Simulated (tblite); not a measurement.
Compound: C6H9N2O (charge +1).
Atom-mapped SMILES: `[CH3:1][CH2:2][C:3](=[O:4])[n+:5]1[cH:6][cH:7][nH:8][cH:9]1` (hydrogens: H10, H11, H12 on C1; H13, H14 on C2; H15 on C6; H16 on C7; H17 on N8; H18 on C9)
Bond orders are those of one Lewis drawing.

Computed with GFN2-xTB (tblite), gas phase: nudged elastic band of 9 images (0 to 8), spring 0.2 eV/Å², climbing image at the end, force threshold 0.05 eV/Å. The top image wasn't refined or checked by frequencies; at this threshold it can lie a kcal/mol or more above the true saddle point of the method.

The band describes a rotation about C2–C3 (sp3 carbon next to a carbonyl, carbonyl carbon), followed by the dihedral C1–C2–C3–N5, from the optimised start (180°) to a second optimised geometry at -77°.

Q: Give the energy profile along the converged band.

A: 
```
image  dihedral (°)  E (eV)  C2–C3 (Å)  C1···N5 (Å)  largest true force (eV/Å)
    0           180   0.000      1.484         3.83                       0.01
    1          -167   0.014      1.484         3.82                       0.03
    2          -154   0.041      1.484         3.79                       0.05
    3          -142   0.070      1.484         3.73                       0.05
    4          -129   0.087      1.484         3.65                       0.05
    5          -116   0.083      1.484         3.54                       0.05
    6          -103   0.063      1.484         3.42                       0.05
    7           -90   0.039      1.484         3.28                       0.04
    8           -77   0.028      1.484         3.15                       0.01
```

Barriers of this band. The top is image 4 at -129°: 0.087 eV forward and 0.059 eV back; the end lies 0.028 eV above the start. The central bond keeps its length to 0.001 Å.

Q: What rate follows at 298 K for crossing this barrier forward?

A: Taking the electronic barrier for the free energy of activation (no zero-point or entropy terms, transmission 1), rate = (kT/h)·exp(−ΔE/kT) ≈ 2 × 10^11 s⁻¹, whose inverse is 5 × 10^-12 s. An error of 1 kcal/mol in the barrier changes this by a factor of 5, and the method and the loose band can each miss by that much or more. The barrier is only 3.4 kT, where transition-state theory is rough.

Q: How would the two end points share their population at 298 K, from these energies alone?

A: exp(−ΔE/kT) with ΔE = 0.028 eV gives 0.34 for the higher one (end) against 1 for the lower, without vibrational, rotational or degeneracy terms. GFN2-xTB can put conformers this close in the wrong order.

The cost below is that of the whole band run. On an Arm Neoverse N1 with one thread, shared host with 64 logical CPUs at a one-minute load of 39, this took 5.0 s of wall time and 0.18 GiB of memory at its peak.
